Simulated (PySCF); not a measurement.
## Eu²⁺: ionisation energy

Eu²⁺ [Xe] 4f7 [4f5/2^6 4f7/2^1, M_J = 7/2] → Eu³⁺ [Xe] 4f6 [4f5/2^6, M_J = 0], as a difference of total energies. Computed with PySCF 2.14 in x2c-QZVPPall-2c, with the two-component X2C-1e Hamiltonian. Correlated levels: [Ar] 3d10 frozen; the 40 highest virtual spinors dropped. "Screened" scales the spin-orbit matrix elements by Boettger's factors to mimic the two-electron term; Breit and QED terms are absent.

```csv
method,ionisation energy (eV),difference from reference (eV)
GHF (spin-free),22.676,-2.164
GMP2 (spin-free),25.587,+0.747
GHF (screened spin-orbit),22.296,-2.544
GMP2 (screened spin-orbit),25.205,+0.365
```

Reference: 24.84 ± 0.03 eV (semi-empirical (NIST evaluation); NIST Atomic Spectra Database, ionization energies).

The spin-free rows relax to the high-spin LS determinant and lack the spin-orbit shift.

The labels give the starting determinants; with spin-orbit coupling the two ends relaxed to ⟨J²⟩ = 15.76, ⟨L²⟩ = 0.10, ⟨S²⟩ = 15.70 and ⟨J²⟩ = 5.44, ⟨L²⟩ = 11.88, ⟨S²⟩ = 11.87.

The determinant of Eu³⁺ mixes levels of different J (the jj label is only the starting occupation), so the difference between spin-free and spin-orbit rows is not the physical spin-orbit shift.
